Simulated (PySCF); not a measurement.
Simulated B 1s region for `OB(O)CB(F)F`, binding energy against the vacuum level.

Every computed line was given a Gaussian of 1.0 eV full width at half maximum and an area set by the number of equivalent atoms; the highest printed point is 100. Computed with PySCF 2.14.0, delta-SCF UKS SCAN, pcX-2 on the ionised atom, pcseg-1 elsewhere, spin-free X2C.

```tsv
binding energy (eV)	intensity
196.3	0
196.4	1
196.5	1
196.6	2
196.7	4
196.8	7
196.9	12
197.0	18
197.1	28
197.2	39
197.3	52
197.4	67
197.5	80
197.6	91
197.7	98
197.8	100
197.9	97
198.0	89
198.1	78
198.2	67
198.3	57
198.4	50
198.5	48
198.6	50
198.7	57
198.8	67
198.9	78
199.0	89
199.1	97
199.2	100
199.3	98
199.4	91
199.5	80
199.6	67
199.7	52
199.8	39
199.9	28
200.0	18
200.1	12
200.2	7
200.3	4
200.4	2
200.5	1
200.6	1
200.7	0
```

Question: Count the maxima, the lines and the sites behind this envelope.

Answer: The curve has 2 maxima (at 197.8 and 199.2 eV). Under it lie 2 lines from 2 inequivalent boron sites.

Question: Decompose the envelope and assign each component. Numbering: `[OH:1][B:2]([OH:3])[CH2:4][B:5]([F:6])[F:7]`.

Answer: 
```csv
position (eV),relative area,line,atoms,environment
197.78,1,B 1s,B2,three-coordinate boron
199.22,1,B 1s,B5,three-coordinate boron
```

Question: What are the centre and the root-mean-square width of the whole band?

Answer: The area-weighted mean of the lines is 198.50 eV. Their own spread about it is 0.72 eV (rms) and each Gaussian has σ = 1.0/2.355 = 0.42 eV; the variances add, which gives 0.83 eV.

Question: Above which line width would these two lines show one maximum?

Answer: Two equal Gaussians merge once their distance is under 2σ = FWHM/1.177. With 1.44 eV between them that is a full width over 1.70 eV.

Lowest listed B 1s: B2, bonded to 2 O and C. Highest, 1.44 eV above it: B5, bonded to 2 F and C.

No satellites, vibrations or lifetime broadening are included. Isolated species at its PBE0-D3(BJ)/def2-SVP geometry (one conformer only).

The values belong to the conformer `[OH:1][B:2]([OH:3])[CH2:4][B:5]([F:6])[F:7]`: O1–B2–C4–B5 94°, B2–C4–B5–F6 92°, H–O1–B2–O3 1°, H–O3–B2–O1 0°.
